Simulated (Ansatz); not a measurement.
Energy profile

The step: SiCl₂ + HCl → SiHCl₃ ([Cl][SiH]([Cl])[Cl]); bonds formed: Si1–H4, Si1–Cl5; bonds broken: H4–Cl5 (atoms numbered as in the saddle structure below).

| atom | x (Å) | y (Å) | z (Å) |
| --- | --- | --- | --- |
| Si1 | -0.2274 | -0.2124 | -0.5771 |
| Cl2 | 1.6771 | -0.7932 | -1.0284 |
| Cl3 | -1.1012 | -1.7628 | 0.4232 |
| H4 | -0.5241 | 1.3355 | -0.1110 |
| Cl5 | 0.1755 | 1.4329 | 1.2932 |

Electronic energies by CCSD(T) at an estimated basis limit (MP2 extrapolated from triple and quadruple zeta, plus CCSD(T) − MP2 in triple zeta), on PBE0-D4/def2-TZVP structures; SiHCl3, singlet; no counterpoise correction. Computed with Ansatz 0.2.0 (basis: def2-TZVPP and def2-QZVPP); correlated methods freeze the cores. Extrapolation: Hartree–Fock as exp(−7.88 √X), correlation as X^−2.97.

(1) Give the profile in eV, counted from the separated reactants. (An estimate is asked for; the value comes from the calculation.)

T1 diagnostic: at most 0.013. The restricted Hartree–Fock reference is unstable towards an unrestricted one at one or more of these structures. The start structure is not quite a true minimum (one mode of 45i cm⁻¹).

Results:

(1) The calculation gives:
```tsv
point	eV
separated: SiCl2 (linked as [Cl][Si][Cl]; Si1, Cl2, Cl3; singlet) + HCl (H4, Cl5; singlet)	0.000
start structure	-0.080
saddle	0.661
end structure	-2.509
```

Losses and insertions of silylenes and their heavier kin drive the gas-phase chemistry of silicon and germanium vapour deposition.

For scale, one of the runs: CCSD(T)/def2-TZVPP, 182 basis functions, launched by `ansatz run in.yaml --threads 2 --pin off --events-out ev --progress --plain --max-ram 4352MiB`. Hardware: 2 CPU threads of an Arm Neoverse V2, shared host. Wall time 36 s; peak host memory 1.5 GiB.
